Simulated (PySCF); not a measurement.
# How methods differ on the excitation energy of Gd

Gd [Xe] 4f7 5d1 6s2 (9D) → Gd [Xe] 4f8 6s2 (7F), as a difference of total energies. Computed with PySCF 2.14 in cc-pVDZ-X2C, with the spin-free X2C one-electron Hamiltonian (Gaussian nucleus). Correlated levels: valence: [Kr] 4d10 frozen; valence and next inner shell: [Ar] 3d10 frozen. The calculations carry no spin-orbit coupling.

```tsv
method	excitation energy (cm⁻¹)	error (cm⁻¹)
UHF	36665	+24568
LC-wPBE	3345.3	-8751
B2PLYP	11732	-364
PW91	637.49	-11459
MP2 (valence)	16241	+4144
SCS-MP2 (valence)	16606	+4509
MP2 (valence and next inner shell)	13650	+1553
SCS-MP2 (valence and next inner shell)	14561	+2464
```

Reference: 12097 cm⁻¹ (measured; NIST levels, between the centres of gravity of the two terms).

Errors of the correlated levels include the incompleteness of this basis and the frozen core.

In the upper state the promoted electron has a positive orbital energy at PW91, so the basis confines it.
